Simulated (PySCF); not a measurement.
## How methods differ on the ionisation energy of C²⁺

C²⁺ [He] 2s2 (1S) → C³⁺ [He] 2s1 (2S), as a difference of total energies. Calculation: PySCF 2.14, in aug-cc-pwCVDZ; no relativity, point nucleus. Correlated levels: valence and next inner shell: nothing frozen. The calculations carry no spin-orbit coupling.

```json
{"method": "UHF", "ionisation energy (eV)": "45.769", "error (eV)": "-2.119"}
{"method": "MP2 (valence and next inner shell)", "ionisation energy (eV)": "46.929", "error (eV)": "-0.959"}
{"method": "SCS-MP2 (valence and next inner shell)", "ionisation energy (eV)": "47.143", "error (eV)": "-0.745"}
{"method": "CCSD (valence and next inner shell)", "ionisation energy (eV)": "47.754", "error (eV)": "-0.134"}
{"method": "CCSD(T) (valence and next inner shell)", "ionisation energy (eV)": "47.764", "error (eV)": "-0.124"}
{"method": "CCSDT (valence and next inner shell)", "ionisation energy (eV)": "47.765", "error (eV)": "-0.123"}
```

Reference: 47.888 eV (measured; NIST Atomic Spectra Database, ionization energies).

Errors of the correlated levels include the incompleteness of this basis.

The coupled-cluster amplitudes are large for C²⁺ (T1 above 0.03 or a double amplitude above 0.15), so a single reference is strained.
